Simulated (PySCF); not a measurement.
## [Pm(NH2)2]+ at several levels of theory

Computed with PySCF 2.14.0 (density fitting, no spin-orbit coupling) at the geometry relaxed with PBE0:

```xyz
7
[Pm(NH2)2]+ (singlet in the valence; each metal's 4f electrons, 4 of them, lie in its core potential, out of spins and levels)
Pm    0.0000   -0.7767    0.0129
N     1.6931   -0.0307    1.0636
H     2.6912   -0.1573    0.8790
H     1.6335    0.5626    1.8964
N    -1.6931   -0.0307    1.0636
H    -1.6335    0.5626    1.8964
H    -2.6912   -0.1573    0.8790
```

| level | basis | state | HOMO (eV) | gap (eV) | charge on Pm1 (e) | population of f-type functions on Pm1 (polarisation alone where 4f lies in the core) | dipole about the centre of mass (D) | largest force component (eV/Å) |
| --- | --- | --- | --- | --- | --- | --- | --- | --- |
| PBE0 | Pm lcecp-1-SVP with ECP50, N def2-SVP, H def2-SVP | singlet | -11.52 | 5.15 | 1.23 | 0.07 | 2.85 | 0.02 |
| PBE0 | Pm lcecp-1-TZVP with ECP50, N def2-TZVP, H def2-TZVP | singlet | -11.55 | 5.17 | 1.63 | 0.07 | 3.12 | 0.30 |

In the lcecp rows the 4f levels are missing from HOMO and gap, and the state counts the valence alone.

Charges are Mulliken's, which hang on the basis. The relaxation used the grid (50, 194), these runs (75, 302) or, all-electron (x2c bases, spin-free X2C Hamiltonian), (99, 590).

Task: A further run in the first row's basis gives HOMO (eV) -10.76, gap (eV) 4.17, charge on Pm1 (e) 1.22, population of f-type functions on Pm1 (polarisation alone where 4f lies in the core) 0.06, dipole about the centre of mass (D) 2.79, largest force component (eV/Å) 0.30. Which level was it?
A. TPSSh
B. PBE

Result: A. The others give HOMO -10.28 eV (PBE).

In the first row's basis the gap widens with exact exchange: 3.2 eV for PBE (none); 4.2 to 5.1 eV for TPSSh, PBE0 (a fixed share).

An lcecp potential fixes the number of 4f electrons, so in runs with it no electron can move into or out of that shell.
